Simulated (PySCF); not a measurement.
How methods differ on the fine-structure interval of Sb¹⁶⁺

Sb¹⁶⁺ [Ar] 3d10 4s2 4p5 [4p1/2^2 4p3/2^3, M_J = 3/2] → Sb¹⁶⁺ [Ar] 3d10 4s2 4p5 [4p1/2^1 4p3/2^4, M_J = 1/2], as a difference of total energies. Calculation: PySCF 2.14, in an uncontracted even-tempered set (18 s from 0.84 bohr⁻², ratio 2.8; 14 p from 1.1 bohr⁻², ratio 2.8; 9 d from 1.9 bohr⁻², ratio 2.8; 4 f from 7.3 bohr⁻², ratio 3); the two-component X2C-1e Hamiltonian. Correlated levels: [Ne] frozen; the 82 highest virtual spinors dropped. "Screened" scales the spin-orbit matrix elements by Boettger's factors to mimic the two-electron term; Breit and QED terms are absent.

```csv
method,fine-structure interval (cm⁻¹)
GHF (screened spin-orbit),91092
GMP2 (screened spin-orbit),92226
GHF (bare spin-orbit),95014
```
